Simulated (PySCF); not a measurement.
PySCF input for H5Sb, SMILES [SbH5], C-PCM-PBE0/def2-TZVPD. Geometry optimised at r2SCAN-D4/def2-TZVP. The def2 effective core potentials stand for the cores of Sb; spin–orbit coupling is left out.

```python
import numpy as np
from pyscf import gto, scf, dft
from pyscf.solvent import pcm

mol = gto.M(
    atom='''
    Sb    0.00000000    0.00000000    0.00000000
    H     0.00000000   -0.00000001    1.77244682
    H    -0.00000000    0.00000001   -1.77244682
    H     1.71247722   -0.00000000   -0.00000000
    H    -0.85623861    1.48304877    0.00000002
    H    -0.85623861   -1.48304877   -0.00000002
    ''',
    basis='def2-TZVPD',
    ecp={'Sb': 'def2-tzvp'},
    charge=0,
    spin=0,
    max_memory=1600,
    verbose=3,
)
mf = dft.RKS(mol, xc='pbe0').density_fit(auxbasis='def2-universal-jkfit')
mf.grids.level = 3
mf.conv_tol = 1e-9
mf.max_cycle = 100
mf.kernel()
res = {}
for name, eps in {'water': 78.355, 'n-hexane': 1.8819, 'ethylethanoate': 5.9867}.items():
    s = mf.PCM()
    s.with_solvent.method, s.with_solvent.eps, s.with_solvent.lebedev_order = 'C-PCM', eps, 29
    s.kernel(mf.make_rdm1())
    res[name] = (s.e_tot, eps, s.dip_moment(), s.mo_energy, s.converged)
    print(f'{name}: electrostatic solvation free energy {(s.e_tot - mf.e_tot) * 627.509474:.3f} kcal/mol')
```

Log of the run:

```
converged SCF energy = -243.119485056362

WARN: PCM is an experimental feature. It is still in testing.
Features and APIs may be changed in the future.

converged SCF energy = -243.122021581785
Dipole moment(X, Y, Z, Debye):  0.00008,  0.00000,  0.00000
water: electrostatic solvation free energy -1.592 kcal/mol

WARN: PCM is an experimental feature. It is still in testing.
Features and APIs may be changed in the future.

converged SCF energy = -243.120531237758
Dipole moment(X, Y, Z, Debye):  0.00002, -0.00000,  0.00000
n-hexane: electrostatic solvation free energy -0.656 kcal/mol

WARN: PCM is an experimental feature. It is still in testing.
Features and APIs may be changed in the future.

converged SCF energy = -243.121530256915
Dipole moment(X, Y, Z, Debye):  0.00006,  0.00000, -0.00000
ethylethanoate: electrostatic solvation free energy -1.283 kcal/mol
```

The run converged.

Cost: about 19 core-seconds (a rough figure).
